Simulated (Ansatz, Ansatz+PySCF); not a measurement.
| atom | x (Å) | y (Å) | z (Å) |
| --- | --- | --- | --- |
| C | 0.0095 | -0.0221 | -0.8034 |
| C | 0.0330 | -0.0221 | 0.7899 |
| H | -0.0065 | -0.9748 | -1.1584 |
| H | -0.8928 | 0.5155 | -1.1156 |
| H | 0.8813 | 0.5612 | -1.1719 |
| H | -0.0147 | 1.0278 | 1.2128 |
| H | -0.9313 | -0.5094 | 1.1877 |
| H | 0.8981 | -0.5601 | 1.1574 |

Basis set: def2-SVP (spherical functions). Frozen core: 2 orbitals. Charge 0, multiplicity 1.

Computed with Ansatz (development build ahead of 0.2.0); each method stands on the lowest determinant of its kind that the runs found. Restricted open shells among the atoms or ions are ROHF, correlated in semicanonical orbitals with singles. Restricted functionals stand beside restricted open-shell atoms, which can lie above the unrestricted atoms usual in DFT and then raise those values.

Problem. Give the atomization energy at this shape (free ground-state atoms in the same class of orbitals less the molecule, no zero-point energy) of singlet C2H6 by ωB97X (restricted), ωB97X (unrestricted), r²SCAN (unrestricted), r²SCAN (restricted), PBE0 (restricted), PBE0 (unrestricted), PBE (restricted), PBE (unrestricted), RHF-CCSD(T), RHF-MP2, RHF, UHF.

Solution.

```csv
method,atomization energy
ωB97X (restricted),30.79 eV
ωB97X (unrestricted),30.65 eV
r²SCAN (unrestricted),30.69 eV
r²SCAN (restricted),30.84 eV
PBE0 (restricted),30.83 eV
PBE0 (unrestricted),30.74 eV
PBE (restricted),31.00 eV
PBE (unrestricted),30.93 eV
RHF-CCSD(T),29.52 eV
RHF-MP2,29.39 eV
RHF,24.09 eV
UHF,23.87 eV
```

Caution: the shape is not the minimum.
